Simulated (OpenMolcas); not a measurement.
Nb3+: ligand-field states by method

Nb3+ with its 6 nearest fluoride ions at 2.178 Å, on the Y site of Cs2NaYF6 (a = 9.075 Å, distance in the model lattice 2.178 Å). The rest of the host is ab initio model potentials to 7.6 Å, with orthogonalisation functions on the cations behind the ligands, and point charges beyond; the distance is set by hand and nothing relaxes. Ligand basis ANO-RCC-VDZP.
```
Nb    0.0000    0.0000    0.0000
F     2.1780    0.0000    0.0000
F     0.0000    2.1780    0.0000
F    -2.1780    0.0000    0.0000
F     0.0000   -2.1780    0.0000
F     0.0000    0.0000    2.1780
F     0.0000    0.0000   -2.1780
```

- Program: OpenMolcas
- Basis: ANO-RCC-VTZP [7s6p4d2f1g]
- Scalar Hamiltonian: DKH2, point nucleus
- Active space: 2 electrons in 5 orbitals (4d)
- State averaging: 2S+1 = 3 even, 10 roots; 2S+1 = 1 even, 15 roots
- Spin-orbit coupling: RASSI with atomic mean-field integrals over the reference wave functions

I. CASSCF
II. SS-CASPT2, IPEA 0.25 Eh, imaginary shift 0.1 Eh (closed shells correlated: 4s 4p and the ligand valence shells)

Spin-free states (labels of O, the rotations of Oh) in cm-1, each column counted from its own energy of the first state listed:

```csv
State,Degeneracy,I,II
3T1,3,0,0
1E,2,10086,7580
1T2,3,10147,7380
3T2,3,19368,20170
1A1,1,22277,17310
3T1,3,28396,27010
1T2,3,30850,28690
1T1,3,33094,30550
3A2,1,40284,41760
1E,2,51741,49890
1A1,1,65279,60120
```

From I to II, I's first state of the same spin (3T2) moves from 19368 to 20170 cm-1, by about +800 cm-1.

From I to II, I's first state of another spin (1E) moves from 10086 to 7580 cm-1, by about -2500 cm-1. In II another state of that kind comes below it.

I: A least-squares ligand-field fit to the states below 45000 cm-1, each weighted by its degeneracy and with a free common offset, gives 10Dq = 20831 cm-1, B = 694 cm-1 and C = 2755 cm-1 (C/B = 3.97), with an rms deviation of 76 cm-1. The same method and metal basis give the free ion B = 757 cm-1 (fit to its terms below 60000 cm-1, rms deviation 27 cm-1), so the nephelauxetic ratio is β = 694 / 757 = 0.92; it hangs on how both fits weigh the states, and computed free-ion B values tend to be too large, so β mixes covalency with correlation.

II: A least-squares ligand-field fit to the states below 45000 cm-1, each weighted by its degeneracy and with a free common offset, gives 10Dq = 21435 cm-1, B = 533 cm-1 and C = 2028 cm-1 (C/B = 3.80), with an rms deviation of 73 cm-1. The same method and metal basis give the free ion B = 697 cm-1 (fit to its terms below 60000 cm-1, rms deviation 532 cm-1), so the nephelauxetic ratio is β = 533 / 697 = 0.76; it hangs on how both fits weigh the states, and computed free-ion B values tend to be too large, so β mixes covalency with correlation.

From I to II, 10Dq changes by +3 %, B by -23 % and C by -26 %.

χT at 300 K: I 0.44, II 0.44 cm3 K/mol.

Roots that are degenerate in the reference are averaged as groups; the widest CASPT2 spread within a group is 180 cm-1 (the 3-fold group of multiplicity 3 near 0 cm-1 above the lowest state of its run, II). Shifts and gaps below about the spread of the groups concerned are not significant. Over all roots computed the reference weight is 0.72 in II; a low but even weight reflects the number of correlated electrons. An orbital triplet at a regular site is open to Jahn-Teller coupling, which can distort the site and quench the lowest spin-orbit gaps and is left out. Ligand-to-metal charge-transfer states are missing. With no ligand orbital active B as a rule stays too high, so bands that hang on it stand too high and its fall with covalency is understated. Without dynamic correlation the repulsion within the d shell is too large (B by tens of per cent), so at a given field states of lower spin stand too high (holds for I). With metal d orbitals alone the field can be off either way by tens of per cent (holds for I). With one d shell and no ligand orbital active, 10Dq can be off by a tenth or more (holds for II). The distance lies 5 % over the 2.082 Å that this model takes as the normal distance (a Shannon-type radius plus a fixed donor radius, weighted with the host); by an R⁻⁵ law this alone changes a d-shell field by about -20 %. No measured value stands beside these numbers; the geometry was set by hand and not optimised.
